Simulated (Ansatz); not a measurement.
Isolated molecules relaxed with PBE0-D4/def2-TZVP in Ansatz; ΔE leaves out vibrations. CBS: MP2 limit from def2 TZ/QZ plus the TZ coupled-cluster correction, frozen cores. This one scheme is used for every species. Functionals use def2-TZVPP. B3LYP here is the variant with VWN-RPA as its local correlation; programs differ in this. Each species was taken in one conformer, which may not be the lowest.

Consider the formal exchange of groups at the Si–Cl bond: `CO[Si](O)(F)Cl` + BH₃ → `B[Si](O)(F)OC` + HCl.

`CO[Si](O)(F)Cl`:

Cartesian coordinates in Å:
```
C -0.203 0.563 -1.532
O -0.828 -0.134 -0.469
Si -0.114 -0.617 0.885
O 0.690 0.629 1.538
F 0.910 -1.798 0.612
Cl -1.540 -1.357 2.115
H 0.501 -0.085 -2.060
H 0.325 1.447 -1.166
H -0.984 0.876 -2.226
H 1.244 0.476 2.304
```

BH₃:

Cartesian coordinates in Å:
```
B 0.000 0.000 0.000
H -0.906 -0.249 0.735
H 0.621 -0.886 -0.504
H 0.285 1.135 -0.232
```

`B[Si](O)(F)OC`:

Cartesian coordinates in Å:
```
B 1.116 -0.630 1.611
Si -0.474 0.189 0.707
O -1.028 1.461 1.558
F -1.578 -0.975 0.642
O -0.234 0.718 -0.819
C 0.078 -0.110 -1.918
H 1.957 -1.206 0.985
H 1.253 -0.580 2.796
H -1.578 2.098 1.098
H 0.966 -0.721 -1.722
H -0.757 -0.774 -2.160
H 0.281 0.529 -2.779
```

HCl:

Z-matrix (Å, degrees):
```
Cl
H 1 1.279
```

```csv
level,ΔE (kJ/mol),difference from CCSD(T)/CBS
PBE-D4,109.8,-14.4
r2SCAN-D4,125.6,1.4
PBE0-D4,118.2,-6.0
B3LYP-D4,122.4,-1.8
ωB97X-V,122.8,-1.4
ωB97M-V,128.1,3.9
B2PLYP,125.7,1.5
PBE,108.7,-15.5
r2SCAN,125.5,1.3
PBE0,117.4,-6.8
B3LYP,120.4,-3.8
HF/def2-TZVPP,139.5,15.3
MP2/def2-TZVPP,132.3,8.1
SCS-MP2/def2-TZVPP,130.3,6.1
CCSD/def2-TZVPP,122.5,-1.7
CCSD(T)/def2-TZVPP,121.6,-2.6
HF/def2-QZVPP,140.2,16.0
MP2/def2-QZVPP,134.1,9.9
SCS-MP2/def2-QZVPP,132.0,7.8
HF/CBS(def2),140.3,16.1
MP2/CBS(def2),135.0,10.8
CCSD/CBS(def2),125.2,1.0
CCSD(T)/CBS,124.2,0
```

Largest T1 diagnostic among the species: 0.012.

From PBE to PBE0 (25 % exact exchange), in def2-TZVPP and without D4, ΔE moves by +8.7 kJ/mol. In def2-TZVPP, CCSD(T) changes the Hartree–Fock value by −17.9 kJ/mol (the triples alone add −0.9 kJ/mol) and MP2 by −7.2 kJ/mol.

CCSD(T)/CBS has its own doubt, a few kJ/mol and more with outer-core shells, so smaller differences from it don't rank the levels.
